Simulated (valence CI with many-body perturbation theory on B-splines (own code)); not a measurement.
Values are calculated unless marked as measured or tabulated.
## Basis-set convergence for Tb LIII

Level of theory: relativistic CI+MBPT: three valence electrons over a frozen Dirac-Fock core [Ne], a basis of 9 s, 9 p, 8 d, 6 f, 3 g, 1 h functions for each j, with the one-electron correlation potential Σ1, the two-electron term Σ2, the three-electron term Σ3, Breit, model QED; selected CI, second order for the rest, scaled by the run's own slope (own B-spline code, finite nucleus).

The last digits are not significant, and no measured levels were compared; by estimate large intervals hold to a few tenths of a per cent, small ones and those within an open d or f shell to about a per cent.

The reference run has the lowest level (3s^2 3p1/2) J=1/2 and an ionisation energy of 4878.77 eV. Its largest variational space holds 8466 state functions.

Levels are named by their leading jj configuration (3d3/2^4 stands for four electrons in 3d with j = 3/2), which in mixed levels can hold well under half, so a name can repeat and another be missing. Letters in brackets count levels of one name in rising energy.

Changed runs:
A. basis 6 s, 6 p, 5 d, 3 f, 1 g
B. basis 5 s, 5 p, 4 d, 2 f

Excitation energies of the reference run in cm⁻¹, and shifts in cm⁻¹:

| Level | Reference | A | B |
| --- | --- | --- | --- |
| (3s 3p1/2^2) J=1/2 | 1096780 | -16 | -54 |
| (3s^2 3p3/2) J=3/2 | 1587120 | -23 | -59 |
| (3s 3p1/2 3p3/2) J=3/2 [a] | 2485740 | -161 | -502 |
| (3s 3p1/2 3p3/2) J=5/2 | 2606420 | -37 | -115 |
| (3s 3p1/2 3p3/2) J=3/2 [b] | 2758390 | +15 | +47 |
| (3s 3p1/2 3p3/2) J=1/2 | 2827220 | +50 | +190 |
| (3s^2 3d3/2) J=3/2 | 3179450 | +283 | +915 |
| (3s^2 3d5/2) J=5/2 | 3480890 | +198 | +576 |
| (3p1/2^2 3p3/2) J=3/2 | 3848790 | -43 | -138 |
| (3s 3p1/2 3d3/2) J=3/2 [a] | 3959310 | -13 | -70 |
| (3s 3p1/2 3d3/2) J=5/2 | 4047560 | +88 | +204 |
| (3s 3p3/2^2) J=5/2 | 4171430 | -30 | -36 |
| Ionisation energy (eV) | 4878.77 | -0.02 | -0.06 |
